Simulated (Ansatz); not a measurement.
Level of theory: B3LYP-D3(BJ)/def2-TZVP (Ansatz, a first-principles code). No frequencies were computed at this level.

Ansatz 0.2 input:
```yaml
crystal:
  periodic: [false, false, false]
  atoms:
    - { symbol: B, position_ang: [1.632979, 0.018638, 0.00204] }
    - { symbol: B, position_ang: [0.059197, -0.047385, 0.2878] }
    - { symbol: C, position_ang: [-1.398628, 0.017228, -0.200682] }
    - { symbol: O, position_ang: [-0.949756, -0.200663, 1.139979] }
    - { symbol: H, position_ang: [2.229479, 1.026036, 0.028676] }
    - { symbol: H, position_ang: [2.252264, -0.930513, -0.291708] }
    - { symbol: H, position_ang: [-1.923419, 0.956079, -0.333186] }
    - { symbol: H, position_ang: [-1.902115, -0.83942, -0.632919] }
basis:
  gaussian: { orbitals: def2-tzvp }
hamiltonian:
  xc: b3lyp
  dispersion: d3bj
relax:
  max_steps: 150
```

Output:

```
Functional definition: B3LYP
845 factors; their error is unknown
mean field evaluation 1: about -4496.7524 eV, gradient 5.1e1 eV
mean field evaluation 2: about -4487.6394 eV, gradient 8.4e1 eV
mean field evaluation 4: about -4502.3968 eV, gradient 5.1e0 eV
mean field evaluation 8: about -4502.4413 eV, gradient 3.8e-1 eV
mean field evaluation 16: about -4502.4415 eV, gradient 1.9e-5 eV
mean field -4502.44153765 eV, -165.4616746441 hartree, gradient 1.9e-5 eV, S^2 0.000000; 0 other end points of the search recorded, 0 dependent functions left out
reference -4502.44178829 eV, -165.4616838549 hartree; 14, 14 occupied and 134, 134 virtual orbitals, 845 factors
relax step   1: F+E_penalty+E_count = -4502.62932716 eV  Δ(F+E_penalty+E_count) = +0.000e0 eV  max|allowed force component| = 1.578e0 eV/Å  Δτ_max = 0.0000 Å  (28 SCF iters, accepted)
these checks for a lower state are left out or cut short: starts, cluster_reference, orbital_swaps, neighbouring_geometries, increment
845 factors; their error is unknown
mean field -4502.48390573 eV, -165.4632316424 hartree, gradient 1.4e-5 eV, S^2 0.000000; 0 other end points of the search recorded, 0 dependent functions left out
reference -4502.48415735 eV, -165.4632408892 hartree; 14, 14 occupied and 134, 134 virtual orbitals, 845 factors
relax step   2: F+E_penalty+E_count = -4502.67105768 eV  Δ(F+E_penalty+E_count) = -4.173e-2 eV  max|allowed force component| = 8.073e-1 eV/Å  Δτ_max = 0.0409 Å  (33 SCF iters, accepted)
these checks for a lower state are left out or cut short: starts, cluster_reference, orbital_swaps, neighbouring_geometries, increment
845 factors; their error is unknown
mean field -4502.50245844 eV, -165.4639134418 hartree, gradient 1.5e-5 eV, S^2 0.000000; 0 other end points of the search recorded, 0 dependent functions left out
reference -4502.50271018 eV, -165.4639226931 hartree; 14, 14 occupied and 134, 134 virtual orbitals, 845 factors
relax step   3: F+E_penalty+E_count = -4502.68912501 eV  Δ(F+E_penalty+E_count) = -1.807e-2 eV  max|allowed force component| = 3.446e-1 eV/Å  Δτ_max = 0.0315 Å  (33 SCF iters, accepted)
these checks for a lower state are left out or cut short: starts, cluster_reference, orbital_swaps, neighbouring_geometries, increment
845 factors; their error is unknown
mean field evaluation 32: about -4502.5170 eV, gradient 4.0e-2 eV
mean field -4502.50796148 eV, -165.4641156749 hartree, gradient 1.6e-5 eV, S^2 0.000000; 0 other end points of the search recorded, 0 dependent functions left out
reference -4502.50821207 eV, -165.4641248839 hartree; 14, 14 occupied and 134, 134 virtual orbitals, 845 factors
relax step   4: F+E_penalty+E_count = -4502.69464251 eV  Δ(F+E_penalty+E_count) = -5.517e-3 eV  max|allowed force component| = 1.082e-1 eV/Å  Δτ_max = 0.0457 Å  (33 SCF iters, accepted)
these checks for a lower state are left out or cut short: starts, cluster_reference, orbital_swaps, neighbouring_geometries, increment
845 factors; their error is unknown
mean field -4502.50903528 eV, -165.4641551363 hartree, gradient 1.4e-5 eV, S^2 0.000000; 0 other end points of the search recorded, 0 dependent functions left out
reference -4502.50928614 eV, -165.4641643553 hartree; 14, 14 occupied and 134, 134 virtual orbitals, 845 factors
relax step   5: F+E_penalty+E_count = -4502.69550465 eV  Δ(F+E_penalty+E_count) = -8.621e-4 eV  max|allowed force component| = 1.787e-2 eV/Å  Δτ_max = 0.0090 Å  (34 SCF iters, accepted)
these checks for a lower state are left out or cut short: starts, cluster_reference, orbital_swaps, neighbouring_geometries, increment
845 factors; their error is unknown
mean field -4502.50906757 eV, -165.4641563228 hartree, gradient 1.4e-5 eV, S^2 0.000000; 0 other end points of the search recorded, 0 dependent functions left out
reference -4502.50931841 eV, -165.4641655413 hartree; 14, 14 occupied and 134, 134 virtual orbitals, 845 factors
relax step   6: F+E_penalty+E_count = -4502.69552667 eV  Δ(F+E_penalty+E_count) = -2.203e-5 eV  max|allowed force component| = 6.509e-3 eV/Å  Δτ_max = 0.0014 Å  (35 SCF iters, accepted)
845 factors; their error is unknown
mean field evaluation 64: about -4502.5177 eV, gradient 3.2e-1 eV
mean field -4502.50906757 eV, -165.4641563228 hartree, gradient 1.4e-5 eV, S^2 0.000000; 1 other end points of the search recorded, 0 dependent functions left out
reference -4502.50931841 eV, -165.4641655413 hartree; 14, 14 occupied and 134, 134 virtual orbitals, 845 factors
Total energy: -4502.69577752 eV, -165.4710177871 hartree
Atom 0 at     1.655053     0.017899     0.007456 Å, force    -0.002466    -0.000544     0.002971 eV/Å
Atom 1 at     0.036882    -0.043624     0.265909 Å, force    -0.000893     0.000956    -0.003927 eV/Å
Atom 2 at    -1.419192     0.018943    -0.213519 Å, force     0.002861    -0.001187     0.006509 eV/Å
Atom 3 at    -0.937820    -0.205325     1.174721 Å, force    -0.001610     0.000642    -0.005758 eV/Å
Atom 4 at     2.247746     1.051563     0.036886 Å, force     0.002177     0.003271     0.000146 eV/Å
Atom 5 at     2.270922    -0.956392    -0.295970 Å, force     0.002335    -0.003163    -0.000795 eV/Å
Atom 6 at    -1.937273     0.963557    -0.337878 Å, force    -0.001178     0.000070     0.000332 eV/Å
Atom 7 at    -1.916318    -0.846622    -0.637604 Å, force    -0.001226    -0.000046     0.000523 eV/Å
Dipole moment:     0.013289     0.041061    -0.247163 e Å
```

Cost: about 20 core-seconds (a rough figure).
